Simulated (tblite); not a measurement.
Species: C3H11PSSi2.
SMILES with atom numbers: `[CH3:1][S:2][Si@@H:3]1[CH2:4][CH2:5][SiH2:6][PH:7]1` (hydrogens: H8, H9, H10 on C1; H11 on Si3; H12, H13 on C4; H14, H15 on C5; H16, H17 on Si6; H18 on P7)

Computed with GFN2-xTB (tblite), gas phase: L-BFGS steps from a force-field or distance-geometry start until the largest atomic force falls under 0.01 eV/Å.

Step 2: E = -578.5044 eV
```
atom  x, y, z in Å  |  force x, y, z in eV/Å
C1      3.5128   -0.0074   -0.5061   -0.238  -0.284   0.193
S2      2.3258   -1.2393    0.1683    0.132  -0.126   0.176
Si3     0.3744   -0.3912    0.5124    0.190   0.309  -0.057
C4     -0.9631   -1.3301   -0.4485    0.018   0.354  -0.038
C5     -2.2543   -0.5385   -0.2673    0.312   0.044  -0.186
Si6    -2.0347    1.2173   -0.9581    0.279   0.023   0.118
P7      0.1055    1.6266   -0.3878    0.381   0.339  -0.595
H8      4.4588   -0.5398   -0.5234   -0.005   0.034  -0.019
H9      3.5900    0.8640    0.1310   -0.151   0.040   0.027
H10     3.2044    0.2401   -1.5087   -0.049   0.197  -0.156
H11    -0.0189   -0.4750    1.9231    0.244  -0.030   0.101
H12    -0.6959   -1.4531   -1.5062   -0.167  -0.017   0.241
H13    -1.1224   -2.2913   -0.0052    0.113  -0.777   0.032
H14    -3.0680   -1.0850   -0.7259   -0.317   0.004   0.011
H15    -2.4348   -0.4447    0.8072   -0.240  -0.159  -0.093
H16    -2.9352    2.0927   -0.2430   -0.256   0.315   0.030
H17    -2.1505    1.2615   -2.4228    0.049   0.049   0.162
H18     0.0972    2.4993    0.6846   -0.295  -0.315   0.051
```

Step 3: E = -578.5583 eV
```
atom  x, y, z in Å  |  force x, y, z in eV/Å
C1      3.5109   -0.0083   -0.5066   -0.372  -0.369   0.238
S2      2.3349   -1.2507    0.1750   -0.064   0.083   0.153
Si3     0.3751   -0.3735    0.5100    0.311   0.024  -0.031
C4     -0.9599   -1.3350   -0.4422   -0.049   0.303   0.006
C5     -2.2513   -0.5428   -0.2713    0.211   0.160  -0.142
Si6    -2.0283    1.2270   -0.9503    0.245  -0.126   0.019
P7      0.1214    1.6435   -0.4009    0.262   0.095  -0.733
H8      4.4517   -0.5361   -0.5232    0.210  -0.055  -0.037
H9      3.5844    0.8596    0.1278   -0.141   0.159   0.146
H10     3.2057    0.2448   -1.5053   -0.117   0.175  -0.264
H11    -0.0111   -0.4768    1.9279    0.255   0.020  -0.002
H12    -0.7023   -1.4529   -1.4992   -0.079  -0.034   0.136
H13    -1.1175   -2.3075   -0.0097    0.149  -0.546   0.026
H14    -3.0764   -1.0828   -0.7232   -0.200   0.034  -0.038
H15    -2.4419   -0.4500    0.7998   -0.214  -0.135  -0.003
H16    -2.9421    2.1012   -0.2437   -0.189   0.264   0.014
H17    -2.1492    1.2628   -2.4209    0.054   0.063   0.252
H18     0.0871    2.4837    0.6798   -0.272  -0.117   0.262
```

Step 4: E = -578.6205 eV
```
atom  x, y, z in Å  |  force x, y, z in eV/Å
C1      3.5008   -0.0155   -0.5039   -0.289  -0.242   0.146
S2      2.3455   -1.2647    0.1873   -0.265   0.241   0.122
Si3     0.3821   -0.3495    0.5062    0.311  -0.283  -0.049
C4     -0.9565   -1.3407   -0.4307   -0.075   0.104   0.028
C5     -2.2462   -0.5459   -0.2787   -0.037   0.174   0.034
Si6    -2.0157    1.2386   -0.9392    0.097  -0.180  -0.042
P7      0.1485    1.6678   -0.4338    0.105  -0.088  -0.547
H8      4.4465   -0.5325   -0.5237    0.256  -0.070  -0.045
H9      3.5738    0.8564    0.1265   -0.143   0.130   0.185
H10     3.2051    0.2543   -1.5049   -0.158   0.061  -0.176
H11     0.0050   -0.4786    1.9336    0.268   0.102  -0.140
H12    -0.7120   -1.4532   -1.4882    0.043  -0.042   0.023
H13    -1.1070   -2.3360   -0.0171    0.179  -0.092   0.000
H14    -3.0901   -1.0781   -0.7200    0.035   0.113  -0.103
H15    -2.4555   -0.4598    0.7892   -0.156  -0.076   0.070
H16    -2.9543    2.1173   -0.2451    0.000   0.108  -0.064
H17    -2.1462    1.2659   -2.4132    0.048   0.079   0.291
H18     0.0676    2.4604    0.6793   -0.219  -0.037   0.267
```

Question: Estimate the geometry and energy of step 5. (The exact step hangs on the optimiser's Hessian estimate; all steps are aligned on step 4, rigid shifts and turns removed.)

Answer: E = -578.6471 eV, largest force 0.367 eV/Å
```
atom  x, y, z in Å  |  force x, y, z in eV/Å
C1      3.4917   -0.0223   -0.5009   -0.086  -0.048   0.034
S2      2.3466   -1.2684    0.1958   -0.262   0.204   0.099
Si3     0.3904   -0.3416    0.5031    0.180  -0.301  -0.107
C4     -0.9557   -1.3432   -0.4240   -0.063   0.005   0.014
C5     -2.2450   -0.5451   -0.2813   -0.109   0.094   0.134
Si6    -2.0080    1.2424   -0.9338    0.012  -0.129  -0.009
P7      0.1645    1.6795   -0.4589    0.007  -0.111  -0.199
H8      4.4472   -0.5314   -0.5246    0.104  -0.010  -0.034
H9      3.5657    0.8562    0.1285   -0.148   0.007   0.125
H10     3.2023    0.2598   -1.5066   -0.151  -0.038  -0.015
H11     0.0180   -0.4778    1.9342    0.267   0.140  -0.182
H12    -0.7163   -1.4541   -1.4822    0.087  -0.034  -0.016
H13    -1.0984   -2.3512   -0.0212    0.161   0.138  -0.001
H14    -3.0962   -1.0734   -0.7200    0.132   0.141  -0.140
H15    -2.4652   -0.4662    0.7846   -0.123  -0.035   0.108
H16    -2.9602    2.1271   -0.2473    0.119   0.009  -0.112
H17    -2.1439    1.2689   -2.4044    0.032   0.079   0.228
H18     0.0538    2.4469    0.6825   -0.160  -0.111   0.074
```

The energy changes by -0.0266 eV. The first-order estimate −F·Δx gives -0.0388 eV and the mean of the old and new forces, exact on a quadratic surface, -0.0265 eV. The step makes an angle of 55° with the force vector and moves no atom by more than 0.032 Å.

What follows is the cost of the whole relaxation. The run took 2.9 s wall on an Arm Neoverse N1 with one thread (shared host).
